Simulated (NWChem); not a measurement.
System: C₃H₃O₃, doublet; SMILES O=C1O[CH]CO1

```xyz
9

O     -0.0391    -1.9982     0.0243
C     -0.0150    -0.8160     0.0039
O      1.1251    -0.0626     0.0275
C      0.8023     1.2545    -0.0904
C     -0.6829     1.3581    -0.0101
O     -1.0817    -0.0021    -0.0450
H      1.5458     1.9712     0.2552
H     -1.0519     1.8246     0.9243
H     -1.1437     1.8954    -0.8576
```
Atoms are numbered in this order, from 1.

Computed with NWChem. Pople sets run with spherical d functions. Spin-unrestricted. Coordinates come from a PBE0/def2-SVP, spin-unrestricted optimisation. No frequency run checked for a minimum. No stability test was run on the SCF state. Vzz is the largest principal value of the second derivative of the potential at the nucleus (NWChem prints the opposite sign); η is the asymmetry. Non-relativistic.

| level | Vzz O1 (a.u.) | η O1 | Vzz O3 (a.u.) | η O3 | Vzz O6 (a.u.) | η O6 |
|---|---|---|---|---|---|---|
| PBE0/6-31G* | -1.369 | 0.19 | 1.426 | 0.42 | 1.612 | 0.64 |
| PBE0/def2-SVP | -1.388 | [?] | [?] | 0.39 | [?] | 0.61 |
| B3LYP/6-31G* | -1.384 | 0.16 | 1.409 | 0.39 | 1.609 | 0.63 |

What belongs in the gaps?


- PBE0/def2-SVP, η O1: 0.09
- PBE0/def2-SVP, Vzz O3 (a.u.): 1.473
- PBE0/def2-SVP, Vzz O6 (a.u.): 1.664
